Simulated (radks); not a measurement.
Initial-state core-level shifts of the manganese ion Mn3+ when its valence configuration changes from [Ar] 3d4. All-electron calculation, scalar-relativistic Kohn-Sham, SCAN, spin-polarised, spherical densities, finite nucleus; open shells are filled with parallel spins first; meta-GGA in the generalised Kohn-Sham scheme; Fermi nuclear charge, rms radius 3.7057 fm. Program: a radial shooting solver on a logarithmic mesh with Libxc functionals. Shifts are changes of the shell-averaged eigenvalues in eV (positive: less bound); the change of the density at the nucleus, which sets a Mossbauer isomer shift, is in e/bohr^3, on a base of 1.324e+04.

| valence | 1s | 2s | 2p | 3s | density at nucleus |
|---|---|---|---|---|---|
| 3d2 4p2 | -21.775 | -24.306 | -24.167 | -19.289 | +7.685 |
| 3d3 4p1 | -10.560 | -11.744 | -11.676 | -9.565 | +3.523 |
| 3d2 4s1 4p1 | -20.665 | -23.197 | -23.070 | -18.198 | +20.457 |
| 3d1 4s1 4p2 | -32.620 | -36.617 | -36.436 | -28.116 | +26.383 |
| 3d1 4p3 | -33.677 | -37.689 | -37.494 | -29.143 | +12.501 |
| 3d2.5 4p1.5 | -16.079 | -17.920 | -17.817 | -14.404 | +5.527 |
